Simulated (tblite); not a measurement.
C7H8FO (doublet state).
SMILES with atom numbers: `[CH2:1]=[CH:2][C:3]([CH2:4][F:5])[C:6](=[CH2:7])[CH:8]=[O:9]` (hydrogens: H10, H11 on C1; H12 on C2; H13, H14 on C4; H15, H16 on C7; H17 on C8)

Cartesian coordinates in Å at the GFN2-xTB level; atoms count from 1:
```
atom  x, y, z in Å
C1     2.414   -0.644    0.836
C2     1.066   -0.736    0.758
C3     0.212    0.111    0.021
C4     0.772    1.280   -0.734
F5     1.660    2.002    0.038
C6    -1.196   -0.161   -0.060
C7    -1.893   -0.850    0.881
C8    -1.961    0.278   -1.246
O9    -1.518    0.773   -2.250
H10    2.974    0.136    0.354
H11    2.980   -1.366    1.398
H12    0.591   -1.564    1.267
H13   -0.003    1.985   -1.039
H14    1.328    0.950   -1.622
H15   -2.941   -1.054    0.749
H16   -1.448   -1.195    1.796
H17   -3.044    0.066   -1.155
```

Structure optimised with GFN2-xTB, isolated species. This method treats the open shell by occupation alone, without spin polarisation.

Take the most abundant isotopes and a rigid rotor. The values belong to one conformer with, in the numbering `[CH2:1]=[CH:2][C:3]([CH2:4][F:5])[C:6](=[CH2:7])[CH:8]=[O:9]`, C1–C2–C3–C4 -2°, C2–C3–C4–F5 -47°, C2–C3–C6–C7 26°, C3–C6–C8–O9 6°.

What are A, B and C (MHz)?

Ia = 222.33, Ib = 400.43, Ic = 558.01 u·Å²; 505379 MHz·u·Å²/I gives A = 2273, B = 1262, C = 905.7 MHz.

Classify the top.

An asymmetric top; Ray's κ = -0.479.

What does the inertial defect say?

Not planar: Δ = Ic − Ia − Ib = -64.75 u·Å². For a rigid frame Δ = −2 Σ m c², so Σ m c² = 32.37 u·Å² lies off the ab plane: 4.11 from hydrogen and 28.26 from heavier atoms. The atom farthest from that plane is 1.00 Å away.

Where do the levels up to J = 3 lie, in K?

Above 0(0,0), as E/k:
J = 1: 1(0,1) 0.104, 1(1,1) 0.153, 1(1,0) 0.170
J = 2: 2(0,2) 0.308, 2(1,2) 0.344, 2(1,1) 0.395, 2(2,1) 0.540, 2(2,0) 0.544
J = 3: 3(0,3) 0.606, 3(1,3) 0.628, 3(1,2) 0.730, 3(2,2) 0.853, 3(2,1) 0.870, 3(3,1) 1.140, 3(3,0) 1.141
The levels of one J sum to (2J + 1)J(J + 1)(A + B + C)/3.

For this open shell read J as N, the rotation without spin; fine and hyperfine splittings come on top. Its GFN2-xTB frequencies are all real (lowest 48 cm⁻¹). Zero-point vibration and centrifugal distortion are left out.

All values are computed, not measured.
